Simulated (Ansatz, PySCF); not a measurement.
H4F4Si3, singlet, geometry from GFN2-xTB, atoms displaced at random by about 0.08 Å a coordinate. Base run: PBE/STO-3G, gradient (PySCF).

Input for PySCF:
```python
from pyscf import gto, scf, dft

mol = gto.M(
    atom='''
Si    2.354491    0.536529    0.042217
F     3.609539    0.204763   -1.012472
Si    0.404407   -0.529245   -0.782844
Si   -1.553999   -0.237584    0.211487
F    -2.905810   -0.868673   -0.303041
F    -1.236137   -0.743779    1.652763
F    -1.891593    1.276378    0.421232
H     2.136151    2.320119    0.037147
H     2.638667    0.074705    1.428279
H     0.792390   -1.963006   -0.984741
H     0.086208    0.115953   -2.339408
''',
    basis='sto-3g',
    charge=0,
    spin=0,
    verbose=4,
)

mf = dft.RKS(mol)
mf.xc = 'pbe'
mf.kernel()
g = mf.nuc_grad_method()
grad = g.kernel()
```

Programs used: Ansatz (a quantum-chemistry and plane-wave program), PySCF; a row that names a program was run with it.

The coordinate followed is z of atom 5.

The base run was repeated with changes; each row names its change, and settings that it needs were set with it.

```csv
change,dE/dx (Eh/bohr),net force (Eh/bohr)
base,0.020782,0.000202
grids.level = 5; grid_response = off,0.020608,0.000020
density fitting = on,0.020784,0.000202
density fitting = on; auxbasis_response = off,0.021491,0.000709
finite difference step (bohr) = 0.05; conv_tol = 1e-11,0.020679,-
grid_response = on,0.020712,0.000000
conv_tol = 1e-4,0.020886,0.000202
grids.level = 0; grid_response = off,0.016524,0.008476
finite difference step (bohr) = 1e-3; conv_tol = 1e-11,0.020712,-
code = ansatz,0.020583,0.000000
conv_tol = 1e-11,0.020782,0.000202
finite difference step (bohr) = 1e-5; conv_tol = 1e-11,0.020713,-
```

The net force is zero for an exact gradient.
